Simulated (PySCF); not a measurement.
**Adding and removing an electron: CaIn**

PBE0; Ca def2-SVPD, In def2-SVPD with ECP28; scalar-relativistic core potentials (PySCF 2.14). Neutral (UKS): doublet (π ↑), Re = 3.271 Å, ωe = 131 cm⁻¹, De = 0.61 eV, HOMO -3.66 eV, LUMO -2.17 eV.

CaIn⁺ (UKS): singlet (closed shell), Re = 3.644 Å, ωe = 108 cm⁻¹, De = 1.29 eV to Ca + In⁺. The energies at the minima are -867.42277 hartree for CaIn and -867.24140 for CaIn⁺.

(1) Work out the adiabatic ionisation energy, without and with harmonic zero-point energies (1 hartree = 27.2114 eV, 1 eV = 8065.5 cm⁻¹), and the change of the bond length.

CaIn⁻ (UKS): triplet (π ↑↑), Re = 3.082 Å, ωe = 155 cm⁻¹, De = 1.44 eV to Ca + In⁻. The energies at the minima are -867.42277 hartree for CaIn and -867.45997 for CaIn⁻.

(2) Work out the adiabatic electron affinity, without and with harmonic zero-point energies (1 hartree = 27.2114 eV, 1 eV = 8065.5 cm⁻¹), and the change of the bond length.

Closed-shell solutions of metal pairs were not tested for spin polarisation, which can lower them a little. Spin–orbit coupling is left out, which matters for elements this heavy, above all for dissociation energies. For an ion De counts to the pair picked by the measured ionisation energies or electron affinities, which need not be the lowest pair at this level. The highest Kohn–Sham level is positive in this anion. Much of that is self-interaction error, but it also means that the finite basis helps to hold the extra electron. States were picked by a PBE0 search and need not be the measured ground states.

Results:

(1) At PBE0: 0.18137 hartree = 4.935 eV between the minima; the zero-point term (108.0 − 131.0)/2 cm⁻¹ = -0.001 eV makes it 4.934 eV. Re changes by +37.3 pm against the neutral. The electron leaves a π orbital, and the longer bond of the ion fits a bonding orbital, or a change in how ionic the bond is.

(2) At PBE0: 0.03720 hartree = 1.012 eV between the minima; the zero-point term (131.0 − 155.0)/2 cm⁻¹ = -0.001 eV makes it 1.011 eV. Re changes by -18.9 pm against the neutral. The electron enters a π orbital; the charge polarises the partner, so the anion is bound more strongly.
